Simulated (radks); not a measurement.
Effect of the nuclear size on neutral promethium, [Xe] 4f5 6s2. Method: Dirac Kohn-Sham, relativistic LDA (MacDonald-Vosko exchange, VWN5 correlation), spin-unpolarised, spherical densities, finite nucleus; open shells fill j = l - 1/2 first; Fermi nuclear charge, rms radius 4.962 fm; computed with a radial shooting solver on a logarithmic mesh with Libxc functionals. The rms radius is varied about that value; shifts are against it.

rms radius (fm),total energy shift (eV),density at nucleus (e/bohr^3),1s1/2 shift (meV),2s1/2 shift (meV),5s1/2 shift (meV),5p1/2 shift (meV),6s1/2 shift (meV),4f5/2 shift (meV),6p1/2 (empty) shift (meV)
4.3566,-3.31,5.012e+05,-1360,-171,-1.25,0.182,-0.058,0.282,0.055
4.7288,-1.31,4.919e+05,-540,-67.9,-0.496,0.072,-0.023,0.112,0.022
4.962,0,4.864e+05,0.000,0.000,0.000,0.000,0.000,0.000,0.000
5.359,2.35,4.779e+05,966,121,0.886,-0.129,0.041,-0.200,-0.039
5.9246,5.93,4.67e+05,2440,306,2.24,-0.326,0.105,-0.505,-0.098

Slopes of the eigenvalues against <r^2> in GHz/fm^2, as finite differences over the two radii next to the reference (eigenvalue slopes, not the field-shift constants of lines): 1s1/2 57300, 2s1/2 7200, 5s1/2 52.6, 5p1/2 -7.66, 6s1/2 2.45, 4f5/2 -11.9, 6p1/2 (empty) -2.30.
